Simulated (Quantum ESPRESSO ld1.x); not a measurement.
Species: Ta XXVI. Configuration: [Kr] 4d10 4f2. All-electron calculation, scalar-relativistic Kohn-Sham, LDA (Slater exchange, Perdew-Zunger correlation), spin-polarised, spherical densities, point nucleus; open shells are filled with parallel spins first. Program: ld1.x of Quantum ESPRESSO 7.5.

Unscreened Slater integrals over Kohn-Sham orbitals (hartree). They are taken over the spin-up orbitals.

F0(4f,4f): 1.9806
F2(4f,4f): 1.0408
F4(4f,4f): 0.67699
F6(4f,4f): 0.49458
F0(4f,4d): 1.9343
F2(4f,4d): 0.97245
F4(4f,4d): 0.63391
G1(4f,4d): 1.0558
G3(4f,4d): 0.70984
G5(4f,4d): 0.51612
F0(4f,4p): 1.9578
F2(4f,4p): 0.99937
G2(4f,4p): 0.83520
G4(4f,4p): 0.60118
F0(4f,4s): 2.0025
G3(4f,4s): 0.72833
F0(4d,4d): 1.9181
F2(4d,4d): 0.98113
F4(4d,4d): 0.66491
F0(4d,4p): 1.9381
F2(4d,4p): 0.99852
G1(4d,4p): 1.2548
G3(4d,4p): 0.79764
F0(4d,4s): 1.9776
G2(4d,4s): 0.99121
F0(4p,4p): 1.9625
F2(4p,4p): 1.0277
F0(4p,4s): 2.0029
G1(4p,4s): 1.3581
F0(4s,4s): 2.0471

Derived for the open shells (J is the average intra-shell exchange parameter used in DFT+U). 4f: F4/F2 = 0.650, F6/F2 = 0.475, J = (286 F2 + 195 F4 + 250 F6)/6435 = 0.08599 hartree.
